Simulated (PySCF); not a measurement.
**B⁺: ionisation energy**

B⁺ [He] 2s2 → B²⁺ [He] 2s1 [2s1/2^1, M_J = 1/2], as a difference of total energies. Calculation: PySCF 2.14, in x2c-QZVPPall-2c; the two-component X2C-1e Hamiltonian. Correlated levels: 1s2 frozen; the 2 highest virtual spinors dropped. "Screened" scales the spin-orbit matrix elements by Boettger's factors to mimic the two-electron term; Breit and QED terms are absent.

```json
{"method": "GHF (screened spin-orbit)", "ionisation energy (eV)": "23.449"}
{"method": "GMP2 (screened spin-orbit)", "ionisation energy (eV)": "24.472"}
```

Problem. How much does correlation contribute at GMP2 (screened spin-orbit)?

Solution. 24.472 − (23.449) = 1.023 eV, measured against GHF (screened spin-orbit).

Errors of the correlated levels include the incompleteness of this basis and the frozen core.

MP2 underrates the near-degeneracy of ns² with np² in the lower species.

For comparison: 25.155 eV (measured; NIST Atomic Spectra Database, ionization energies).
